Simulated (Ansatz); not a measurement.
`CC(C)B(O)O`, one more setting.

```yaml
crystal:
  periodic: [false, false, false]
  atoms:
    - {symbol: C, position_ang: [-0.803446, -1.214969, 0.676632]}
    - {symbol: C, position_ang: [-0.027651, -0.372590, -0.360066]}
    - {symbol: C, position_ang: [1.304805, -0.816065, -0.578685]}
    - {symbol: B, position_ang: [-0.251833, 1.092777, -0.001008]}
    - {symbol: O, position_ang: [0.823040, 1.854907, 0.289553]}
    - {symbol: O, position_ang: [-1.562287, 1.651039, -0.050676]}
    - {symbol: H, position_ang: [-0.773597, -2.293425, 0.341825]}
    - {symbol: H, position_ang: [-0.272745, -1.149140, 1.619146]}
    - {symbol: H, position_ang: [-1.893659, -1.015838, 0.822753]}
    - {symbol: H, position_ang: [-0.691575, -0.472582, -1.359062]}
    - {symbol: H, position_ang: [1.765584, -0.187929, -1.423679]}
    - {symbol: H, position_ang: [1.887247, -0.672486, 0.292179]}
    - {symbol: H, position_ang: [1.408189, -1.858501, -0.938645]}
    - {symbol: H, position_ang: [0.669533, 2.800763, 0.499428]}
    - {symbol: H, position_ang: [-1.566934, 2.560064, 0.238293]}
basis:
  gaussian: {orbitals: cc-pVTZ}
hamiltonian: {xc: {name: B97}}
output: {forces: true}
```

```sh
$ ansatz run in.yaml --threads 4 --pin off --events-out ev --progress --plain --max-ram 11315MiB
```

Output, abridged:

```
Functional definition: B97
1578 factors; their error is unknown
mean field evaluation 1: about -8015.3733 eV, gradient 9.0e1 eV
mean field evaluation 2: about -7998.5943 eV, gradient 1.3e2 eV
mean field evaluation 4: about -8031.1555 eV, gradient 4.5e0 eV
mean field evaluation 8: about -8031.1896 eV, gradient 1.8e-1 eV
mean field evaluation 16: about -8031.1682 eV, gradient 4.8e-4 eV
mean field -8031.16818219 eV, -295.1399869742 hartree, gradient 1.4e-5 eV, S^2 0.000000; 0 other end points of the search recorded, 0 dependent functions left out
reference -8031.16821055 eV, -295.1399880164 hartree; 24, 24 occupied and 282, 282 virtual orbitals, 1578 factors
Total energy: -8031.16821055 eV, -295.1399880164 hartree
Atom 0 at    -0.803446    -1.214969     0.676632 Å, force    -0.494943    -1.723808    -0.459267 eV/Å
Atom 1 at    -0.027651    -0.372590    -0.360066 Å, force    -5.624127    -0.268600    -1.771030 eV/Å
Atom 2 at     1.304805    -0.816065    -0.578685 Å, force     2.950556    -0.334099    -3.015151 eV/Å
Atom 3 at    -0.251833     1.092777    -0.001008 Å, force    -1.708748     1.740535    -0.301938 eV/Å
Atom 4 at     0.823040     1.854907     0.289553 Å, force     0.771817     1.585896     0.616243 eV/Å
Atom 5 at    -1.562287     1.651039    -0.050676 Å, force     1.264993    -1.008667     0.082024 eV/Å
Atom 6 at    -0.773597    -2.293425     0.341825 Å, force     0.105099     0.791187     0.455756 eV/Å
Atom 7 at    -0.272745    -1.149140     1.619146 Å, force    -0.080006    -0.116818     0.514564 eV/Å
Atom 8 at    -1.893659    -1.015838     0.822753 Å, force     0.930244     0.393907    -0.180072 eV/Å
Atom 9 at    -0.691575    -0.472582    -1.359062 Å, force     1.370192     0.106787     1.690563 eV/Å
Atom 10 at     1.765584    -0.187929    -1.423679 Å, force    -0.269401    -0.750832     1.198703 eV/Å
Atom 11 at     1.887247    -0.672486     0.292179 Å, force     1.003595     0.010301     0.950338 eV/Å
Atom 12 at     1.408189    -1.858501    -0.938645 Å, force    -0.186201     0.247046     0.385915 eV/Å
Atom 13 at     0.669533     2.800763     0.499428 Å, force     0.080531    -1.000874    -0.229922 eV/Å
Atom 14 at    -1.566934     2.560064     0.238293 Å, force    -0.113601     0.328037     0.063274 eV/Å
Dipole moment:     0.014662     0.438162     0.138545 e Å
```

Hardware: 4 threads of an Arm Neoverse V2 on a shared host. Wall time 8.5 s, peak host memory 1.1 GiB.
